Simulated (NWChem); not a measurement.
Program: NWChem. System: O₃S, charge 1, spin multiplicity 2, at the geometry of a parent with another charge or spin, in a state set for the comparison that need not be this species' ground state. Its SCF solution wasn't tested for a lower state. Level: ROCCSD(T)/def2-SVP, 8 core orbitals frozen.

The NWChem input:

```
start mol
memory heap 100 mb stack 700 mb global 1900 mb
charge 1
geometry units angstroms nocenter noautoz
  O      0.000000     0.000000     1.451393
  S      0.000000     0.000000     0.000003
  O     -1.256947     0.000000    -0.725699
  O      1.256947     0.000000    -0.725699
  symmetry group C2v
end
basis spherical
  * library def2-svp
end
scf
  rohf
  nopen 1
  maxiter 100
  thresh 1e-7
  semidirect memsize 60000000 filesize 0
  # guess.movecs holds the orbitals of an unrestricted PBE0 run
  vectors input guess.movecs output mol.movecs
end
tce
  freeze core 8
  ccsd(t)
  2eorb
  2emet 13
  thresh 1e-6
  maxiter 100
  tilesize 24
end
task tce energy
```

Output (cleaned and shortened):

```
             Northwest Computational Chemistry Package (NWChem) 7.3.0
             --------------------------------------------------------

                                NWChem Input Module
                                -------------------

 Scaling coordinates for geometry "geometry" by  1.889725989
 (inverse scale =  0.529177249)

 Turning off AUTOSYM since
 SYMMETRY directive was detected!

                             Geometry "geometry" -> ""
                             -------------------------

 Output coordinates in angstroms (scale by  1.889725989 to convert to a.u.)

  No.       Tag          Charge          X              Y              Z
 ---- ---------------- ---------- -------------- -------------- --------------
    1 O                    8.0000     0.00000000     0.00000000     1.45139300
    2 S                   16.0000     0.00000000     0.00000000     0.00000300
    3 O                    8.0000    -1.25694700     0.00000000    -0.72569900
    4 O                    8.0000     1.25694700     0.00000000    -0.72569900

 Effective nuclear repulsion energy (a.u.)     180.4221728855

            Nuclear Dipole moment (a.u.)
            ----------------------------
        X                 Y               Z
 ---------------- ---------------- ----------------
     0.0000000000     0.0000000000     0.0000151178

      Symmetry information
      --------------------

 Group name             C2v
 Group number             16
 Group order               4
 No. of unique centers     3

      Symmetry unique atoms

     1    2    3


 Summary of "ao basis" -> "" (spherical)
 ------------------------------------------------------------------------------
       Tag                 Description            Shells   Functions and Types
 ---------------- ------------------------------  ------  ---------------------
 *                          def2-svp                  on all atoms

 Summary of "ao basis" -> "ao basis" (spherical)
 ------------------------------------------------------------------------------
       Tag                 Description            Shells   Functions and Types
 ---------------- ------------------------------  ------  ---------------------
 O                          def2-svp                 6       14   3s2p1d
 S                          def2-svp                 8       18   4s3p1d

                                 NWChem SCF Module
                                 -----------------

  ao basis        = "ao basis"
  functions       =    60
  atoms           =     4
  closed shells   =    19
  open shells     =     1
  charge          =   1.00
  wavefunction    = ROHF
  use symmetry    = T
  symmetry adapt  = T

 Summary of "ao basis" -> "ao basis" (spherical)
 ------------------------------------------------------------------------------
       Tag                 Description            Shells   Functions and Types
 ---------------- ------------------------------  ------  ---------------------
 O                          def2-svp                 6       14   3s2p1d
 S                          def2-svp                 8       18   4s3p1d

      Symmetry analysis of basis
      --------------------------

        a1         26
        a2          6
        b1         17
        b2         11

 Forming initial guess at       0.1s

      Symmetry analysis of molecular orbitals - initial
      -------------------------------------------------

  Numbering of irreducible representations:

     1 a1          2 a2          3 b1          4 b2

  Orbital symmetries:

     1 a1          2 b1          3 a1          4 a1          5 a1
     6 b2          7 b1          8 a1          9 a1         10 b1
    11 a1         12 a1         13 b2         14 a1         15 b1
    16 a1         17 b1         18 a2         19 b2         20 b1
    21 b2         22 a1         23 a1         24 b1         25 a1
    26 a2         27 b2         28 b1         29 a1         30 b2

 Starting SCF solution at       0.1s

 ----------------------------------------------
         Quadratically convergent ROHF

 Convergence threshold     :          1.000E-07
 Maximum no. of iterations :          100
 Final Fock-matrix accuracy:          1.000E-09
 ----------------------------------------------

              iter       energy          gnorm     gmax       time
             ----- ------------------- --------- --------- --------
                 1     -621.1228651656  8.18D-01  2.14D-01      0.3
                 2     -621.1536393901  2.17D-01  1.06D-01      0.3
                 3     -621.1572832961  1.13D-01  2.55D-02      0.4
                 4     -621.1578810144  8.75D-03  3.66D-03      0.4
  ga_iter_lsolve: convergence stagnant ... aborting solve
                 5     -621.1578944287  1.25D-04  8.24D-05      0.5
  ga_iter_lsolve: convergence stagnant ... aborting solve

 Disabled NR: increased maxiter to 110

                 6     -621.1587410299  6.61D-01  1.87D-01      0.8
                 7     -621.1587410685  6.62D-01  1.87D-01      1.1
                 8     -621.1759468451  4.87D-01  1.67D-01      1.2
                 9     -621.1910875068  1.80D-01  7.05D-02      1.2
                10     -621.1947696527  4.19D-02  1.39D-02      1.2
                11     -621.1950692095  2.45D-02  9.77D-03      1.2
                12     -621.1951146020  9.40D-03  2.40D-03      1.3
                13     -621.1951230670  3.60D-03  1.23D-03      1.3
                14     -621.1951253138  1.85D-03  5.09D-04      1.3
                15     -621.1951255527  4.61D-04  1.98D-04      1.4
                16     -621.1951255775  2.32D-04  6.57D-05      1.4
[...]
     4      0.687442  1 O  px                 7      0.402062  1 O  px

 Vector   21  Occ=0.000000D+00  E=-2.688395D-01  Symmetry=b2
              MO Center=  2.1D-12, -3.1D-16, -1.0D-01, r^2= 2.0D+00
   Bfn.  Coefficient  Atom+Function         Bfn.  Coefficient  Atom+Function
  ----- ------------  ---------------      ----- ------------  ---------------
    26      0.676141  2 S  py                23      0.449300  2 S  py
    40     -0.330874  3 O  py                54     -0.330874  4 O  py
    37     -0.313182  3 O  py                51     -0.313182  4 O  py
     5     -0.251862  1 O  py                 8     -0.246070  1 O  py
    20      0.224533  2 S  py

 Vector   22  Occ=0.000000D+00  E=-2.170781D-01  Symmetry=a1
              MO Center= -1.1D-11,  2.9D-15,  7.0D-03, r^2= 2.0D+00
   Bfn.  Coefficient  Atom+Function         Bfn.  Coefficient  Atom+Function
  ----- ------------  ---------------      ----- ------------  ---------------
    18      1.567333  2 S  s                  3     -0.522435  1 O  s
    35     -0.418629  3 O  s                 49     -0.418629  4 O  s
     9      0.377505  1 O  pz                39     -0.284933  3 O  px
    53      0.284933  4 O  px                 6      0.271354  1 O  pz
    16     -0.251899  2 S  s                 41     -0.219864  3 O  pz

 Vector   23  Occ=0.000000D+00  E= 4.470960D-02  Symmetry=b1
              MO Center=  3.5D-11,  1.5D-16,  1.8D-01, r^2= 2.0D+00
   Bfn.  Coefficient  Atom+Function         Bfn.  Coefficient  Atom+Function
  ----- ------------  ---------------      ----- ------------  ---------------
    25      1.661795  2 S  px                35      0.779265  3 O  s
    49     -0.779265  4 O  s                 41      0.428560  3 O  pz
    55     -0.428560  4 O  pz                 7     -0.364488  1 O  px
    22      0.312796  2 S  px                31     -0.271255  2 S  d  1
    39      0.268708  3 O  px                53      0.268708  4 O  px

 center of mass
 --------------
 x =   0.00000000 y =   0.00000000 z =   0.00000038

 moments of inertia (a.u.)
 ------------------
         180.485275663743           0.000000000000           0.000000000000
           0.000000000000         360.971225555517           0.000000000000
           0.000000000000           0.000000000000         180.485949891774

  Mulliken analysis of the total density
  --------------------------------------

    Atom       Charge   Shell Charges
 -----------   ------   -------------------------------------------------------
    1 O    8     7.99   1.99  1.19  0.73  2.67  1.39  0.02
    2 S   16    14.44   2.00  1.99  1.17  0.05  5.94  1.66  0.89  0.74
    3 O    8     8.29   1.99  1.15  0.76  2.69  1.67  0.03
    4 O    8     8.29   1.99  1.15  0.76  2.69  1.67  0.03

 Mulliken analysis of the open-shell density
 -------------------------------------------

    Atom       Charge   Shell Charges
 -----------   ------   -------------------------------------------------------
    1 O    8     0.91   0.00  0.00  0.00  0.62  0.30  0.00
    2 S   16     0.02   0.00  0.00  0.00 -0.00 -0.00 -0.00 -0.00  0.02
    3 O    8     0.03  -0.00 -0.00  0.00  0.02  0.01 -0.00
    4 O    8     0.03  -0.00 -0.00  0.00  0.02  0.01 -0.00

       Multipole analysis of the density wrt the origin
       ------------------------------------------------

     L   x y z        total         open         nuclear
     -   - - -        -----         ----         -------
     0   0 0 0      1.000000     -1.000000     40.000000

     1   1 0 0      0.000000      0.000000      0.000000
     1   0 1 0      0.000000      0.000000      0.000000
     1   0 0 1      0.918570     -2.372000      0.000015

     2   2 0 0    -20.180291     -1.392092     90.271693
     2   1 1 0      0.000000     -0.000000      0.000000
     2   1 0 1      0.000000      0.000000      0.000000
     2   0 2 0    -17.272405     -0.347303      0.000000
     2   0 1 1      0.000000      0.000000      0.000000
     2   0 0 2    -18.094600     -7.285858     90.271355

                   NWChem Extensible Many-Electron Theory Module
                   ---------------------------------------------


            General Information
            -------------------
      Number of processors :     1
         Wavefunction type : Restricted open-shell Hartree-Fock
          No. of electrons :    39
           Alpha electrons :    20
            Beta electrons :    19
           No. of orbitals :   120
            Alpha orbitals :    60
             Beta orbitals :    60
        Alpha frozen cores :     8
         Beta frozen cores :     8
     Alpha frozen virtuals :     0
      Beta frozen virtuals :     0
         Spin multiplicity : doublet
    Number of AO functions :    60
       Number of AO shells :    26
        Use of symmetry is : on
      Symmetry adaption is : on
         Schwarz screening : 0.10D-09

          Correlation Information
          -----------------------
          Calculation type : Coupled-cluster singles & doubles w/ perturbation
   Perturbative correction : (T)
            Max iterations :      100
        Residual threshold : 0.10D-05
     T(0) DIIS level shift : 0.00D+00
     L(0) DIIS level shift : 0.00D+00
     T(1) DIIS level shift : 0.00D+00
     L(1) DIIS level shift : 0.00D+00
     T(R) DIIS level shift : 0.00D+00
     T(I) DIIS level shift : 0.00D+00
   CC-T/L Amplitude update :  5-th order DIIS
                I/O scheme : Global Array Library
        L-threshold :  0.10D-05
        EOM-threshold :  0.10D-05
 no EOMCCSD initial starts read in
 TCE RESTART OPTIONS
 SLICE:      F
 D4D5:       F
 quantumc:   F
 qrotation:  F
 pwtce:      F
 qducc:      F
 nacto:                         0
 nrotv:                         0
 nrot:                          0

            Memory Information
            ------------------
          Available GA space size is     249029600 doubles
          Available MA space size is     104854524 doubles

 Maximum block size supplied by input
 Maximum block size        24 doubles

 tile_dim =     16

 -------------------------------------------------

 Global array virtual files algorithm will be used

 Parallel file system coherency ......... OK

 4-electron integrals stored in orbital form

 v2    file size   =           452673
 4-index algorithm nr.  13 is used
 imaxsize =       30
 imaxsize ichop =        0


CCSD iterations
 ---------------------------------------------------------
 Iter          Residuum       Correlation     Cpu    Wall
 ---------------------------------------------------------
    1   0.3484486063365  -0.6929349188022     1.0     1.0
    2   0.4779189369374  -0.6794423120613     1.0     1.0
    3   1.2447786958026  -0.6616739553245     0.9     0.9
    4   3.5429618789607  -0.7294452600567     0.9     0.9
    5   6.8839027198148  -0.3738573363072     0.9     0.9
    6   0.0421149214279  -0.6813144136534     1.1     1.1
    7   0.1090495267387  -0.6930072355322     1.1     1.1
    8   0.1847494327790  -0.6974134527178     1.0     1.0
    9   0.5506729137836  -0.6887541054435     1.0     1.0
   10   1.4352924777108  -0.7166792752498     0.9     0.9
   11   0.0194912854474  -0.6978345446392     1.0     1.0
   12   0.0465183136886  -0.6987650401806     1.2     1.2
   13   0.0590403623399  -0.7004719990964     1.0     1.0
   14   0.1965801965550  -0.6984199103551     0.9     0.9
   15   0.4745126215657  -0.7075608973086     0.9     0.9
   16   0.0048071979832  -0.7038242006232     0.9     0.9
   17   0.0053534539965  -0.7042427055176     0.9     0.9
   18   0.0049602929735  -0.7044651690340     0.9     0.9
   19   0.0179600675241  -0.7043487056586     0.9     0.9
   20   0.0403202595583  -0.7050343251006     1.0     1.0
   21   0.0009730959364  -0.7047900139306     1.0     1.0
   22   0.0027578408639  -0.7046853582041     0.9     0.9
   23   0.0042254369039  -0.7048783443968     1.0     1.0
   24   0.0127641783536  -0.7045816558601     0.9     0.9
   25   0.0307943194765  -0.7053756917457     1.0     1.0
   26   0.0003389279975  -0.7049110054974     1.0     1.0
   27   0.0005959068726  -0.7049076496291     1.0     1.0
   28   0.0009368758610  -0.7049522680830     0.9     0.9
   29   0.0028626299160  -0.7049015584035     0.9     0.9
   30   0.0069743094576  -0.7050504498493     0.9     0.9
   31   0.0000708495310  -0.7049633687329     0.9     0.9
   32   0.0002130563500  -0.7049578650622     0.9     0.9
   33   0.0003205535001  -0.7049718518740     1.1     1.1
   34   0.0009603300346  -0.7049489456482     0.9     0.9
   35   0.0022985578161  -0.7050103276909     1.0     1.0
   36   0.0000135571495  -0.7049793502293     0.9     0.9
   37   0.0000113192500  -0.7049781808261     0.9     0.9
   38   0.0000168045717  -0.7049793377578     0.9     0.9
   39   0.0000493741928  -0.7049780740879     0.9     0.9
   40   0.0001208512483  -0.7049809303821     0.9     0.9
   41   0.0000012471542  -0.7049790638623     1.0     1.0
   42   0.0000040961570  -0.7049790767446     1.1     1.1
   43   0.0000063163532  -0.7049793055843     1.0     1.0
   44   0.0000199621768  -0.7049789422883     0.9     0.9
   45   0.0000549602541  -0.7049800215660     1.0     1.0
   46   0.0000004488042  -0.7049794042820     1.1     1.1
 -----------------------------------------------------------------
 Iterations converged
 CCSD correlation energy / hartree =        -0.704979404282036
 CCSD total energy / hartree       =      -621.900104990660111

 Singles contributions
    20b1  (beta ) ---    15b1  (beta )        0.1495259964
    20b1  (beta ) ---    18b1  (beta )        0.5711814721
    23b1  (beta ) ---    18b1  (beta )        0.1376483955

 Doubles contributions
 CCSD(T)
 Using plain CCSD(T) code
             total no. of tasks         1850
 total no. of tasks / no. procs         1850
                         wl_min            3           1.2
                         wl_max       512000           8.9
        thresh for no. of tasks         1850

 CCSD[T]  correction energy / hartree =        -0.065061571645551
 CCSD[T] correlation energy / hartree =        -0.770040975927587
 CCSD[T] total energy / hartree       =      -621.965166562305626
 CCSD(T)  correction energy / hartree =        -0.040043339298179
 CCSD(T) correlation energy / hartree =        -0.745022743580216
 CCSD(T) total energy / hartree       =      -621.940148329958333

 Task  times  cpu:       54.7s     wall:       54.7s

 Total times  cpu:       54.7s     wall:       54.7s
```
